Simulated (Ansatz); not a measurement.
This Ansatz (a quantum-chemistry and plane-wave program) input (CCSD(T)/cc-pCVQZ) gives -82.02452 Eh with 288 basis functions. A basis named .json is the Basis Set Exchange file of that set (core-valence sets with the plain set on hydrogen).

Ansatz 0.2 input:
```yaml
crystal:
  periodic: [false, false, false]
  atoms:
    - {symbol: B, position_ang: [-0.77657967, 0.03230627, -0.00413419]}
    - {symbol: N, position_ang: [0.60979542, -0.02536793, 0.00324630]}
    - {symbol: H, position_ang: [-1.39837774, -0.98543134, -0.02544751]}
    - {symbol: H, position_ang: [-1.31189213, 1.09818051, 0.01101914]}
    - {symbol: H, position_ang: [1.19719081, 0.79223349, 0.02089926]}
    - {symbol: H, position_ang: [1.12740949, -0.88893853, -0.00852404]}
basis:
  gaussian:
    orbitals: cc-pCVQZ.json
magnetization: {spin_polarized: false}
correlation: {method: ccsd_t, frozen_orbitals: {B: 0, H: 0, N: 0}}
```

Change:
```diff
- orbitals: cc-pCVQZ.json
+ orbitals: cc-pCVDZ.json
```

Task: What does the run give now?

Result: -81.87743 Eh (CCSD(T)/cc-pCVDZ, 56 functions), a change of +147.09 mEh.
